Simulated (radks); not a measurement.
Effect of the nuclear size on neutral arsenic, [Ar] 3d10 4s2 4p3. All-electron calculation, Dirac Kohn-Sham, relativistic LDA (MacDonald-Vosko exchange, VWN5 correlation), spin-unpolarised, spherical densities, finite nucleus; open shells fill j = l - 1/2 first; Fermi nuclear charge, rms radius 4.0968 fm. Program: a radial shooting solver on a logarithmic mesh with Libxc functionals. The rms radius is varied about that value; shifts are against it.

rms radius (fm)	total energy shift (eV)	density at nucleus (e/bohr^3)	1s1/2 shift (meV)	2s1/2 shift (meV)	3p1/2 shift (meV)	4s1/2 shift (meV)
3.343	-0.132	3.569e+04	-55.7	-5.49	0.082	-0.069
3.8264	-0.0501	3.537e+04	-21.2	-2.09	0.031	-0.026
4.0968	0	3.521e+04	0.000	0.000	0.000	0.000
4.2812	0.0360	3.51e+04	15.2	1.50	-0.022	0.019
4.5761	0.0966	3.495e+04	40.9	4.03	-0.060	0.051

Slopes of the eigenvalues against <r^2> in GHz/fm^2, as finite differences over the two radii next to the reference (eigenvalue slopes, not the field-shift constants of lines): 1s1/2 2390, 2s1/2 235, 3p1/2 -3.53, 4s1/2 2.98.
